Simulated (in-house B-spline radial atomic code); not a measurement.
A fraction x of an electron is removed from 4d in Tc3+, starting from [Kr] 4d4 and keeping the highest spin. All numbers are computed (scalar-relativistic (X2C) BHandHLYP, spin-polarised, spherical fractional occupations; Fermi nucleus of rms radius 4.41117 fm) with a radial B-spline atomic code at the basis-set limit, not measured.

Caution: exact exchange at fractional occupations of open shells leaves self-interaction of up to several eV.

| x | E(x) - E(0) (eV) | 4d up level (eV) |
| --- | --- | --- |
| 0 | 0.0000 | -38.520 |
| 0.07 | 2.7259 | -39.364 |
| 0.23 | 9.1794 | -41.309 |
| 0.26 | 10.4242 | -41.676 |
| 0.5 | 20.7812 | -44.641 |
| 0.53 | 22.1261 | -45.015 |
| 0.72 | 30.9052 | -47.402 |
| 0.81 | 35.2226 | -48.542 |
| 0.93 | 41.1395 | -50.073 |
| 1 | 44.6760 | -50.972 |

The exact functional would give a straight line between the two integer points. Deviations E(x) - E(0) - x[E(1) - E(0)], in eV: -0.401 at x = 0.07, -1.096 at x = 0.23, -1.192 at x = 0.26, -1.557 at x = 0.5, -1.552 at x = 0.53, -1.262 at x = 0.72, -0.965 at x = 0.81, -0.409 at x = 0.93.

The curve lies below the straight line by up to 1.557 eV (at x = 0.5): convex, the delocalisation error, to which spherically averaged exact exchange adds.

How well does Slater's transition state (minus the level at half occupation) give the ionisation energy?

It gives 44.641 eV against 44.676 eV from the two total energies; NIST lists 41.00 eV, ground level to ground level. The end point has an open shell averaged over its orbitals, so its exact exchange keeps a self-interaction and this is no true integer point.
